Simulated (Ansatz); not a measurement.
C₂H₃BO (SMILES B=CC=O), closed shell: a trajectory.

Input (in.yaml):

```yaml
crystal:
  periodic: [false, false, false]
  atoms:
    - {symbol: B, position_ang: [-0.753660, 1.028090, -0.764630]}
    - {symbol: C, position_ang: [0.063860, 0.432320, 0.190270]}
    - {symbol: C, position_ang: [0.439110, -0.966350, 0.353120]}
    - {symbol: O, position_ang: [1.160500, -1.395810, 1.219800]}
    - {symbol: H, position_ang: [-1.430790, 1.499410, -1.558940]}
    - {symbol: H, position_ang: [0.521070, 1.044520, 0.963480]}
    - {symbol: H, position_ang: [-0.000110, -1.642180, -0.403110]}
basis:
  gaussian: {orbitals: def2-SVP}
hamiltonian: {xc: pbe0, dispersion: d4}
md: {n_steps: 80, timestep: 0.5, temperature: 200, ensemble: nvt_nose_hoover, seed: 59, initial_velocities: maxwell_boltzmann}
```

Run by:

```bash
ansatz run in.yaml --threads 2 --pin off --events-out ev --progress --plain --max-ram 3481MiB
```

The run's output (Ansatz 0.2.0):

```
Functional definition: PBE0
  name "PBE0"
  cite "Adamo & Barone, J. Chem. Phys. 110, 6158 (1999) doi:10.1063/1.478522"
  cite "Perdew, Burke & Ernzerhof, Phys. Rev. Lett. 77, 3865 (1996) doi:10.1103/PhysRevLett.77.3865"
  parent pbe
  parameter a = 0.25
  parameter kappa = 0.804
  parameter beta = 0.06672455060314922
  exchange = (1 - a)*pbe_x(kappa = kappa, mu = beta*pi^2/3) + a*exact_x
  correlation = pbe_c(beta = beta)
800 factors; integrals over basis functions are off by at most 2.6e-4 eV
mean field evaluation 1: about -4828.4540 eV, gradient 5.0e1 eV
mean field evaluation 2: about -4765.1848 eV, gradient 1.4e2 eV
mean field evaluation 4: about -4834.1381 eV, gradient 7.3e0 eV
mean field evaluation 8: about -4834.3777 eV, gradient 1.2e-1 eV
mean field evaluation 16: about -4834.3776 eV, gradient 2.4e-5 eV
mean field -4834.37764541 eV, -177.6601016101 hartree, gradient 2.4e-5 eV, S^2 0.000000; 0 other end points of the search recorded, 0 dependent functions left out
the calculation of the forces begins
reference -4834.37766673 eV, -177.6601023933 hartree; 14, 14 occupied and 57, 57 virtual orbitals, 800 factors
md step     0: t =     0.00 fs  T =   200.0 K  F+E_penalty+E_count = -4834.46606155 eV  E_kin = 0.129260 eV  conserved = -4834.33680155 eV  (26 SCF iters)
md step     1: t =     0.50 fs  T =   216.5 K  F+E_penalty+E_count = -4834.47696598 eV  E_kin = 0.139895 eV  conserved = -4834.33707056 eV  (27 SCF iters)
md step     2: t =     1.00 fs  T =   219.6 K  F+E_penalty+E_count = -4834.47907419 eV  E_kin = 0.141921 eV  conserved = -4834.33715228 eV  (27 SCF iters)
md step     3: t =     1.50 fs  T =   207.1 K  F+E_penalty+E_count = -4834.47087038 eV  E_kin = 0.133828 eV  conserved = -4834.33704004 eV  (27 SCF iters)
md step     4: t =     2.00 fs  T =   181.2 K  F+E_penalty+E_count = -4834.45388373 eV  E_kin = 0.117096 eV  conserved = -4834.33678418 eV  (27 SCF iters)
md step     5: t =     2.50 fs  T =   147.7 K  F+E_penalty+E_count = -4834.43195140 eV  E_kin = 0.095484 eV  conserved = -4834.33646331 eV  (29 SCF iters)
md step     6: t =     3.00 fs  T =   114.3 K  F+E_penalty+E_count = -4834.41000722 eV  E_kin = 0.073846 eV  conserved = -4834.33615797 eV  (28 SCF iters)
md step     7: t =     3.50 fs  T =    88.0 K  F+E_penalty+E_count = -4834.39280742 eV  E_kin = 0.056873 eV  conserved = -4834.33593351 eV  (26 SCF iters)
md step     8: t =     4.00 fs  T =    74.3 K  F+E_penalty+E_count = -4834.38387367 eV  E_kin = 0.048043 eV  conserved = -4834.33583280 eV  (25 SCF iters)
md step     9: t =     4.50 fs  T =    75.7 K  F+E_penalty+E_count = -4834.38479137 eV  E_kin = 0.048924 eV  conserved = -4834.33587365 eV  (26 SCF iters)
md step    10: t =     5.00 fs  T =    91.1 K  F+E_penalty+E_count = -4834.39491493 eV  E_kin = 0.058878 eV  conserved = -4834.33604894 eV  (25 SCF iters)
md step    11: t =     5.50 fs  T =   116.3 K  F+E_penalty+E_count = -4834.41149257 eV  E_kin = 0.075190 eV  conserved = -4834.33632528 eV  (28 SCF iters)
md step    12: t =     6.00 fs  T =   144.8 K  F+E_penalty+E_count = -4834.43021779 eV  E_kin = 0.093611 eV  conserved = -4834.33664361 eV  (28 SCF iters)
md step    13: t =     6.50 fs  T =   169.1 K  F+E_penalty+E_count = -4834.44618678 eV  E_kin = 0.109317 eV  conserved = -4834.33692470 eV  (27 SCF iters)
md step    14: t =     7.00 fs  T =   182.8 K  F+E_penalty+E_count = -4834.45515913 eV  E_kin = 0.118151 eV  conserved = -4834.33708397 eV  (27 SCF iters)
md step    15: t =     7.50 fs  T =   182.4 K  F+E_penalty+E_count = -4834.45486690 eV  E_kin = 0.117907 eV  conserved = -4834.33705909 eV  (27 SCF iters)
md step    16: t =     8.00 fs  T =   169.0 K  F+E_penalty+E_count = -4834.44593955 eV  E_kin = 0.109218 eV  conserved = -4834.33684315 eV  (27 SCF iters)
md step    17: t =     8.50 fs  T =   147.9 K  F+E_penalty+E_count = -4834.43195256 eV  E_kin = 0.095592 eV  conserved = -4834.33650316 eV  (27 SCF iters)
md step    18: t =     9.00 fs  T =   127.4 K  F+E_penalty+E_count = -4834.41834246 eV  E_kin = 0.082339 eV  conserved = -4834.33616510 eV  (28 SCF iters)
md step    19: t =     9.50 fs  T =   115.5 K  F+E_penalty+E_count = -4834.41045391 eV  E_kin = 0.074674 eV  conserved = -4834.33595999 eV  (27 SCF iters)
md step    20: t =    10.00 fs  T =   117.2 K  F+E_penalty+E_count = -4834.41152748 eV  E_kin = 0.075765 eV  conserved = -4834.33596279 eV  (25 SCF iters)
md step    21: t =    10.50 fs  T =   132.5 K  F+E_penalty+E_count = -4834.42154204 eV  E_kin = 0.085603 eV  conserved = -4834.33616170 eV  (25 SCF iters)
md step    22: t =    11.00 fs  T =   156.5 K  F+E_penalty+E_count = -4834.43737853 eV  E_kin = 0.101156 eV  conserved = -4834.33647263 eV  (29 SCF iters)
md step    23: t =    11.50 fs  T =   182.0 K  F+E_penalty+E_count = -4834.45410428 eV  E_kin = 0.117606 eV  conserved = -4834.33678179 eV  (29 SCF iters)
md step    24: t =    12.00 fs  T =   201.3 K  F+E_penalty+E_count = -4834.46673749 eV  E_kin = 0.130068 eV  conserved = -4834.33699116 eV  (27 SCF iters)
md step    25: t =    12.50 fs  T =   209.1 K  F+E_penalty+E_count = -4834.47179594 eV  E_kin = 0.135112 eV  conserved = -4834.33704771 eV  (27 SCF iters)
md step    26: t =    13.00 fs  T =   203.6 K  F+E_penalty+E_count = -4834.46816267 eV  E_kin = 0.131615 eV  conserved = -4834.33695180 eV  (27 SCF iters)
md step    27: t =    13.50 fs  T =   187.0 K  F+E_penalty+E_count = -4834.45712834 eV  E_kin = 0.120827 eV  conserved = -4834.33674535 eV  (27 SCF iters)
md step    28: t =    14.00 fs  T =   163.6 K  F+E_penalty+E_count = -4834.44176699 eV  E_kin = 0.105754 eV  conserved = -4834.33649177 eV  (28 SCF iters)
md step    29: t =    14.50 fs  T =   139.6 K  F+E_penalty+E_count = -4834.42595417 eV  E_kin = 0.090209 eV  conserved = -4834.33625557 eV  (29 SCF iters)
md step    30: t =    15.00 fs  T =   120.4 K  F+E_penalty+E_count = -4834.41334682 eV  E_kin = 0.077798 eV  conserved = -4834.33608816 eV  (28 SCF iters)
md step    31: t =    15.50 fs  T =   110.0 K  F+E_penalty+E_count = -4834.40655569 eV  E_kin = 0.071100 eV  conserved = -4834.33602096 eV  (26 SCF iters)
md step    32: t =    16.00 fs  T =   110.1 K  F+E_penalty+E_count = -4834.40663206 eV  E_kin = 0.071161 eV  conserved = -4834.33606343 eV  (25 SCF iters)
md step    33: t =    16.50 fs  T =   119.6 K  F+E_penalty+E_count = -4834.41291038 eV  E_kin = 0.077329 eV  conserved = -4834.33620379 eV  (28 SCF iters)
md step    34: t =    17.00 fs  T =   135.3 K  F+E_penalty+E_count = -4834.42320264 eV  E_kin = 0.087450 eV  conserved = -4834.33641009 eV  (27 SCF iters)
md step    35: t =    17.50 fs  T =   152.2 K  F+E_penalty+E_count = -4834.43431765 eV  E_kin = 0.098382 eV  conserved = -4834.33663412 eV  (27 SCF iters)
md step    36: t =    18.00 fs  T =   165.2 K  F+E_penalty+E_count = -4834.44283965 eV  E_kin = 0.106767 eV  conserved = -4834.33681732 eV  (28 SCF iters)
md step    37: t =    18.50 fs  T =   170.1 K  F+E_penalty+E_count = -4834.44604551 eV  E_kin = 0.109934 eV  conserved = -4834.33690563 eV  (28 SCF iters)
md step    38: t =    19.00 fs  T =   165.1 K  F+E_penalty+E_count = -4834.44273804 eV  E_kin = 0.106716 eV  conserved = -4834.33686760 eV  (28 SCF iters)
md step    39: t =    19.50 fs  T =   151.5 K  F+E_penalty+E_count = -4834.43370472 eV  E_kin = 0.097886 eV  conserved = -4834.33671247 eV  (27 SCF iters)
md step    40: t =    20.00 fs  T =   133.0 K  F+E_penalty+E_count = -4834.42153886 eV  E_kin = 0.085984 eV  conserved = -4834.33649415 eV  (28 SCF iters)
md step    41: t =    20.50 fs  T =   115.2 K  F+E_penalty+E_count = -4834.40978481 eV  E_kin = 0.074474 eV  conserved = -4834.33629102 eV  (28 SCF iters)
md step    42: t =    21.00 fs  T =   103.0 K  F+E_penalty+E_count = -4834.40172098 eV  E_kin = 0.066569 eV  conserved = -4834.33616982 eV  (28 SCF iters)
md step    43: t =    21.50 fs  T =    99.4 K  F+E_penalty+E_count = -4834.39931807 eV  E_kin = 0.064213 eV  conserved = -4834.33615884 eV  (28 SCF iters)
md step    44: t =    22.00 fs  T =   104.6 K  F+E_penalty+E_count = -4834.40277482 eV  E_kin = 0.067619 eV  conserved = -4834.33624743 eV  (28 SCF iters)
md step    45: t =    22.50 fs  T =   116.7 K  F+E_penalty+E_count = -4834.41066078 eV  E_kin = 0.075394 eV  conserved = -4834.33640175 eV  (28 SCF iters)
md step    46: t =    23.00 fs  T =   131.6 K  F+E_penalty+E_count = -4834.42044947 eV  E_kin = 0.085058 eV  conserved = -4834.33657655 eV  (27 SCF iters)
md step    47: t =    23.50 fs  T =   145.1 K  F+E_penalty+E_count = -4834.42924922 eV  E_kin = 0.093770 eV  conserved = -4834.33672263 eV  (27 SCF iters)
md step    48: t =    24.00 fs  T =   153.4 K  F+E_penalty+E_count = -4834.43460203 eV  E_kin = 0.099112 eV  conserved = -4834.33679609 eV  (27 SCF iters)
md step    49: t =    24.50 fs  T =   154.4 K  F+E_penalty+E_count = -4834.43517839 eV  E_kin = 0.099777 eV  conserved = -4834.33677476 eV  (27 SCF iters)
md step    50: t =    25.00 fs  T =   148.4 K  F+E_penalty+E_count = -4834.43113191 eV  E_kin = 0.095904 eV  conserved = -4834.33666750 eV  (27 SCF iters)
md step    51: t =    25.50 fs  T =   137.7 K  F+E_penalty+E_count = -4834.42397604 eV  E_kin = 0.088971 eV  conserved = -4834.33650977 eV  (29 SCF iters)
md step    52: t =    26.00 fs  T =   125.7 K  F+E_penalty+E_count = -4834.41604749 eV  E_kin = 0.081264 eV  conserved = -4834.33634869 eV  (28 SCF iters)
md step    53: t =    26.50 fs  T =   116.3 K  F+E_penalty+E_count = -4834.40977965 eV  E_kin = 0.075176 eV  conserved = -4834.33622673 eV  (28 SCF iters)
md step    54: t =    27.00 fs  T =   112.2 K  F+E_penalty+E_count = -4834.40703576 eV  E_kin = 0.072543 eV  conserved = -4834.33617119 eV  (29 SCF iters)
md step    55: t =    27.50 fs  T =   114.8 K  F+E_penalty+E_count = -4834.40867137 eV  E_kin = 0.074216 eV  conserved = -4834.33619080 eV  (28 SCF iters)
md step    56: t =    28.00 fs  T =   123.6 K  F+E_penalty+E_count = -4834.41438567 eV  E_kin = 0.079905 eV  conserved = -4834.33627793 eV  (29 SCF iters)
md step    57: t =    28.50 fs  T =   136.6 K  F+E_penalty+E_count = -4834.42283654 eV  E_kin = 0.088290 eV  conserved = -4834.33641275 eV  (28 SCF iters)
md step    58: t =    29.00 fs  T =   150.6 K  F+E_penalty+E_count = -4834.43195896 eV  E_kin = 0.097337 eV  conserved = -4834.33656620 eV  (28 SCF iters)
md step    59: t =    29.50 fs  T =   162.1 K  F+E_penalty+E_count = -4834.43943129 eV  E_kin = 0.104759 eV  conserved = -4834.33670237 eV  (28 SCF iters)
md step    60: t =    30.00 fs  T =   168.0 K  F+E_penalty+E_count = -4834.44324116 eV  E_kin = 0.108579 eV  conserved = -4834.33678402 eV  (28 SCF iters)
md step    61: t =    30.50 fs  T =   166.6 K  F+E_penalty+E_count = -4834.44226045 eV  E_kin = 0.107693 eV  conserved = -4834.33678353 eV  (28 SCF iters)
md step    62: t =    31.00 fs  T =   158.2 K  F+E_penalty+E_count = -4834.43664903 eV  E_kin = 0.102258 eV  conserved = -4834.33669894 eV  (28 SCF iters)
md step    63: t =    31.50 fs  T =   145.0 K  F+E_penalty+E_count = -4834.42785275 eV  E_kin = 0.093685 eV  conserved = -4834.33656313 eV  (28 SCF iters)
md step    64: t =    32.00 fs  T =   130.2 K  F+E_penalty+E_count = -4834.41808846 eV  E_kin = 0.084136 eV  conserved = -4834.33642944 eV  (29 SCF iters)
md step    65: t =    32.50 fs  T =   117.2 K  F+E_penalty+E_count = -4834.40953134 eV  E_kin = 0.075741 eV  conserved = -4834.33634090 eV  (28 SCF iters)
md step    66: t =    33.00 fs  T =   108.2 K  F+E_penalty+E_count = -4834.40364885 eV  E_kin = 0.069959 eV  conserved = -4834.33630922 eV  (28 SCF iters)
md step    67: t =    33.50 fs  T =   104.2 K  F+E_penalty+E_count = -4834.40098729 eV  E_kin = 0.067352 eV  conserved = -4834.33632212 eV  (28 SCF iters)
md step    68: t =    34.00 fs  T =   104.8 K  F+E_penalty+E_count = -4834.40132249 eV  E_kin = 0.067711 eV  conserved = -4834.33636530 eV  (28 SCF iters)
md step    69: t =    34.50 fs  T =   108.7 K  F+E_penalty+E_count = -4834.40387591 eV  E_kin = 0.070269 eV  conserved = -4834.33643156 eV  (29 SCF iters)
md step    70: t =    35.00 fs  T =   114.3 K  F+E_penalty+E_count = -4834.40745994 eV  E_kin = 0.073849 eV  conserved = -4834.33651176 eV  (29 SCF iters)
md step    71: t =    35.50 fs  T =   119.2 K  F+E_penalty+E_count = -4834.41065945 eV  E_kin = 0.077055 eV  conserved = -4834.33658572 eV  (28 SCF iters)
md step    72: t =    36.00 fs  T =   121.6 K  F+E_penalty+E_count = -4834.41216232 eV  E_kin = 0.078601 eV  conserved = -4834.33662749 eV  (28 SCF iters)
md step    73: t =    36.50 fs  T =   120.2 K  F+E_penalty+E_count = -4834.41116405 eV  E_kin = 0.077698 eV  conserved = -4834.33661961 eV  (28 SCF iters)
md step    74: t =    37.00 fs  T =   115.0 K  F+E_penalty+E_count = -4834.40764878 eV  E_kin = 0.074328 eV  conserved = -4834.33656093 eV  (28 SCF iters)
md step    75: t =    37.50 fs  T =   107.2 K  F+E_penalty+E_count = -4834.40241570 eV  E_kin = 0.069273 eV  conserved = -4834.33646643 eV  (28 SCF iters)
md step    76: t =    38.00 fs  T =    98.9 K  F+E_penalty+E_count = -4834.39685732 eV  E_kin = 0.063900 eV  conserved = -4834.33635973 eV  (28 SCF iters)
md step    77: t =    38.50 fs  T =    92.5 K  F+E_penalty+E_count = -4834.39259402 eV  E_kin = 0.059805 eV  conserved = -4834.33626649 eV  (28 SCF iters)
md step    78: t =    39.00 fs  T =    90.4 K  F+E_penalty+E_count = -4834.39106661 eV  E_kin = 0.058407 eV  conserved = -4834.33621090 eV  (28 SCF iters)
md step    79: t =    39.50 fs  T =    93.7 K  F+E_penalty+E_count = -4834.39314803 eV  E_kin = 0.060562 eV  conserved = -4834.33621326 eV  (28 SCF iters)
md step    80: t =    40.00 fs  T =   102.5 K  F+E_penalty+E_count = -4834.39882451 eV  E_kin = 0.066249 eV  conserved = -4834.33628477 eV  (28 SCF iters)
Total energy: -4834.39884544 eV, -177.6608806967 hartree
Atom 0 at    -0.712295     0.962732    -0.801920 Å, force    -0.623499     0.513287    -0.723650 eV/Å
Atom 1 at     0.043488     0.499930     0.281328 Å, force     0.058692    -0.937478    -0.616721 eV/Å
Atom 2 at     0.410294    -0.932908     0.373636 Å, force    -0.960661    -0.701498    -0.495747 eV/Å
Atom 3 at     1.176867    -1.418294     1.164272 Å, force     0.294582     0.310539     0.239074 eV/Å
Atom 4 at    -1.392374     1.323864    -1.780042 Å, force     0.718548    -0.405182     1.041956 eV/Å
Atom 5 at     0.512573     1.072577     1.062590 Å, force     0.172419     0.651918     0.392076 eV/Å
Atom 6 at    -0.147292    -1.641030    -0.329358 Å, force     0.339919     0.568415     0.163012 eV/Å
Dipole moment:    -0.460175     0.468520    -0.500739 e Å

[the SCF lines of later steps are left out]
```

Hardware: 2 CPU threads of an Arm Neoverse V1, shared host. Wall time about 83 s.
